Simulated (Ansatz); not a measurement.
`[NH2][GeH2][B](O)O` + H₂Te → `OB(O)[TeH]` + `[NH2][GeH3]`  (cleavage of the B–Ge bond)

Computed with Ansatz on PBE0-D4/def2-TZVP structures; ΔE is electronic, products minus reactants. CCSD(T)/CBS adds triple-zeta CCSD(T) − MP2 to the extrapolated MP2 energy (def2 sets, frozen cores). DFT in def2-TZVPP. def2 core potentials past Kr. For Ge, Te outer-core shells are correlated without core-valence functions, which leaves a few kJ/mol of doubt a bond. Scalar relativity is left out up to krypton. Each species was taken in one conformer, which may not be the lowest.

```tsv
level	ΔE (kJ/mol)
PBE0-D4	-45.1
HF/def2-QZVPP	-50.9
```

What does CCSD(T)/CBS give? (Best estimate.)

The calculation gave: -46.6 kJ/mol. The listed levels differ from it by 1.5, -4.3 kJ/mol.

Largest T1 diagnostic among the species: 0.012.

From BLYP to BHLYP (50 % exact exchange), in def2-TZVPP and without D4, ΔE moves by −5.7 kJ/mol. Leaving LDA and LC-ωPBE aside and taking each functional with its dispersion term where it has one, the values, not all of them listed here, spread over 8.9 kJ/mol, from PBE-QIDH to BLYP-D4.
